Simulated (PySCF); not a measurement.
Isomers of C6H7OPSi, one GFN2-xTB conformer each. Single-point energies are computed at PBE0/pcSseg-1 (PySCF, gas phase, no added dispersion term), electronic only.

Question: Rank them by PBE0/pcSseg-1 energy, lowest first (kJ/mol).
A. `[O:1]=[CH:2][c:3]1[cH:4][p:5][cH:6][c:7]([SiH3:8])[cH:9]1` with O1–C2–C3–C4 180°
B. `[CH:1]#[C:2][C:3]#[C:4][C@@H:5]1[CH2:6][O:7][Si@@H:8]1[PH2:9]` with O7–Si8–P9–H -166° and 101°

Answer: A (0.0), B (257.3).

As drawn, the lower has an aromatic ring and a C=O bond, which the higher lacks; the higher has a four-membered ring, a C≡C bond and an Si–O bond, which the lower lacks. GFN2-xTB itself gives, in the same order: 0.0, 147.8. Both levels put the same isomer lowest.

Q: Which frontier levels, dipoles and rotational constants go with these structures?

A: 
```
                  SMILES  HOMO (eV, PBE0/pcSseg-1)  LUMO (eV)  dipole (D)       A, B, C (MHz)
     O=Cc1cpcc([SiH3])c1                     -7.62      -2.41        1.73  1391, 961.0, 572.1
C#CC#C[C@@H]1CO[Si@@H]1P                     -6.90      -0.84        1.95  1740, 703.5, 542.6
```
